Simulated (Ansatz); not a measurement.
[closo-1-(SiH3)B5H4]2- (SiB₅H₇²⁻), 13 atoms. Hardware: 4 threads of Arm Neoverse V1 on a shared host.

Correlated methods freeze 10 core orbitals. A multiply charged anion in the gas phase is held together partly by the finite basis.

Q: How many basis functions does each of these Ansatz runs have, and roughly what does it cost? MP2/def2-TZVPD, charge -2 singlet, energy, from earlier orbitals; revPBE-D4/def2-TZVPD, charge -2 singlet, energy, from earlier orbitals; PBE0-D4/def2-TZVPD, charge -2 singlet, energy, from earlier orbitals; HF/STO-3G, charge -2 singlet, energy; PBE-D4/def2-TZVPD, charge -2 singlet, energy and forces, from earlier orbitals; PBE-D4/def2-SVPD, charge -2 singlet, relaxation, 9 steps; CCSD(T)/def2-SVPD, charge -2 singlet, energy, from earlier orbitals; PBE-QIDH/def2-TZVPD, charge -2 singlet, energy, from earlier orbitals; ωB97X-V/def2-TZVPD, charge -2 singlet, energy, from earlier orbitals; r2SCAN-D4/def2-TZVPD, charge -2 singlet, energy, from earlier orbitals.

A: Other jobs shared the machine, so times can vary by a factor of up to 3. A dash marks memory too small to be measured apart from the calling script's.

| run | functions | fitting or Cholesky vectors | wall time | peak host memory (GiB) |
| --- | --- | --- | --- | --- |
| HF/STO-3G, charge -2 singlet, energy | 41 | 529 | 0.2 s | – |
| revPBE-D4/def2-TZVPD, charge -2 singlet, energy, from earlier orbitals | 291 | 1457 | 4.4 s | – |
| PBE-D4/def2-TZVPD, charge -2 singlet, energy and forces, from earlier orbitals | 291 | 1457 | 5.5 s | – |
| MP2/def2-TZVPD, charge -2 singlet, energy, from earlier orbitals | 291 | 1933 | 7 s | 1.1 |
| PBE0-D4/def2-TZVPD, charge -2 singlet, energy, from earlier orbitals | 291 | 1478 | 8 s | 0.97 |
| r2SCAN-D4/def2-TZVPD, charge -2 singlet, energy, from earlier orbitals | 291 | 1457 | 8.5 s | – |
| PBE-QIDH/def2-TZVPD, charge -2 singlet, energy, from earlier orbitals | 291 | 1933 | 11 s | 1.1 |
| PBE-D4/def2-SVPD, charge -2 singlet, relaxation, 9 steps | 180 | 1471 | 15 s | – |
| ωB97X-V/def2-TZVPD, charge -2 singlet, energy, from earlier orbitals | 291 | 1466 | 17 s | 1.1 |
| CCSD(T)/def2-SVPD, charge -2 singlet, energy, from earlier orbitals | 180 | 1778 | 42 s | 2.1 |
